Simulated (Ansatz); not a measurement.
`O[SiH2]N[Si](O)(Cl)Cl` and `O[Si]([SiH3])(Cl)Cl` differ in one atom or group.

Ansatz, PBE0-D4/def2-TZVP geometries, multiplicity 1. Each molecule was computed in one conformer, which needn't be the lowest.

```tsv
property	`O[SiH2]N[Si](O)(Cl)Cl`
LUMO energy (ωB97M-V/def2-TZVPP) / eV	1.49
HOMO–LUMO gap (PBE/def2-TZVPP) / eV	5.95
size of the dipole moment (B3LYP/def2-TZVPP) / D	3.88
LUMO energy (PBE0/def2-TZVPP) / eV	-0.07
HOMO energy (PBE/def2-TZVPP) / eV	-6.88
size of the dipole moment (PBE/def2-TZVPP) / D	3.73
```

Q: What does the change do to each property? (An estimate is asked.)

A: Computed: 
```tsv
property	`O[Si]([SiH3])(Cl)Cl`	shift
LUMO energy (ωB97M-V/def2-TZVPP) / eV	1.52	0.03
HOMO–LUMO gap (PBE/def2-TZVPP) / eV	6.18	0.23
size of the dipole moment (B3LYP/def2-TZVPP) / D	0.90	-2.98
LUMO energy (PBE0/def2-TZVPP) / eV	-0.29	-0.22
HOMO energy (PBE/def2-TZVPP) / eV	-7.33	-0.45
size of the dipole moment (PBE/def2-TZVPP) / D	0.91	-2.82
```

Dipoles are sizes alone; their direction can turn.

B3LYP here is the variant with VWN-RPA as its local correlation; programs differ in this.
